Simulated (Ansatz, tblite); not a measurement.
Cost and result up the ladder for YBr3 (4 atoms). The state is a singlet with charge 0. Geometry: r2SCAN-D4/def2-SVP.

Cartesian coordinates in Å:
```
Y -0.0006 -0.0003 0.0000
Br 0.3949 -0.0128 -2.5620
Br 0.8825 -1.9540 1.4572
Br -1.2768 1.9671 1.1048
```

Ansatz on 4 threads of Arm Neoverse V2 on a shared host; xTB runs through tblite on one thread. Times are rough, summed over both states, and most runs start from the orbitals of an earlier one. PBE0-D4/def2-TZVP serves as the yardstick here, not as an exact answer. Differences are given only for rows in sets of like size (and for xTB, whose basis is part of the method), since another set adds its own error. The other state is a doublet.

In the def2 sets Y takes a core potential; there is no spin–orbit coupling. The xTB rows come from tblite. Correlated methods freeze 27 core orbitals; core or outer-core shells of Y, Br are correlated, in sets that lack core-valence functions. The rows differ in basis, and correlated rows in double-zeta sets carry the largest basis error. In CCSD on the charge 1 doublet the largest single amplitude is 0.42, so its Hartree–Fock determinant may place the open shell otherwise than the density functionals do.

Correlated methods converge slowly with the basis, most of all in double-zeta sets.

Raw xTB energies of ions are shifted by several eV.

```tsv
level	functions	vertical IE (eV)	difference from PBE0-D4/def2-TZVP (eV)
PBE-D4/def2-TZVP	184	9.71	-0.53
PBE0-D4/def2-TZVP	184	10.24	0.00
GFN2-xTB	36	14.77	4.53
CCSD(T)/def2-SVP	127	10.59	–
r2SCAN-D4/def2-TZVP (with forces)	184	10.00	-0.24
GFN1-xTB	36	14.33	4.09
```

Problem. Estimate how long each takes.

Solution. GFN1-xTB 0.009 s; GFN2-xTB 0.013 s; PBE-D4/def2-TZVP 6.7 s; PBE0-D4/def2-TZVP 12 s; r2SCAN-D4/def2-TZVP (with forces) 15 s; CCSD(T)/def2-SVP 1.7 min. On shared hardware such times vary by a factor of up to 3.
